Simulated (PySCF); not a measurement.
HOS, SMILES [O]S, multiplicity 2.

Geometry optimised at PBE-D3(BJ)/def2-TZVPD.

Level of theory: PBE-D3(BJ)/def2-TZVPD (PySCF).

Frequencies are harmonic and unscaled.

```json
[
 {"mode": "1", "ν (cm⁻¹)": "993", "IR (km/mol)": "14.6", "moving atoms (share of kinetic energy)": "H 52 %, O 25 %, S 23 %"},
 {"mode": "2", "ν (cm⁻¹)": "1057", "IR (km/mol)": "21.8", "moving atoms (share of kinetic energy)": "O 47 %, H 38 %, S 15 %"},
 {"mode": "3", "ν (cm⁻¹)": "2305", "IR (km/mol)": "66.6", "moving atoms (share of kinetic energy)": "H 97 %"}
]
```
